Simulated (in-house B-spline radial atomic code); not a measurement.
## Fe⁵⁺: [Ar] (3d5/2)2 (6d3/2)1 (an excited or competing configuration)

All numbers are computed (Dirac-Hartree-Fock, average of the jj configuration; Fermi nucleus of rms radius 3.7377 fm) with an all-electron radial atomic-structure program (B-spline basis), not measured.

Screening seen three ways: the hydrogenic charge with the same mean radius, Z_r = [3n² - l(l+1)]/(2<r>), the one with the same energy, Z_e = n√(-2ε), and Slater's rules. Values are occupation-weighted means over j.

```tsv
shell	electrons	ε (eV)	<r> (bohr)	Z_r	Z_e	Slater
1s	2	-7289.9	0.05843	25.67	23.15	25.70
2s	2	-997.35	0.2649	22.65	17.12	21.85
2p	6	-862.74	0.2345	21.32	15.93	21.85
3s	2	-218.26	0.7718	17.49	12.02	14.75
3p	6	-175.38	0.7974	15.68	10.77	14.75
3d	2	-118.62	0.8212	12.79	8.86	7.65
6d	1	-16.354	7.014	7.27	6.58	6.00
```

The least bound orbital is 6d3/2 at -16.35 eV, and it is also the most diffuse (<r> = 7.014 bohr).

For the 1s electron the small component carries 0.875 % of the norm, the zero-frequency Breit interaction raises the level by 8.389 eV, self-energy by 4.122 eV, and vacuum polarisation lowers it by 0.3513 eV.
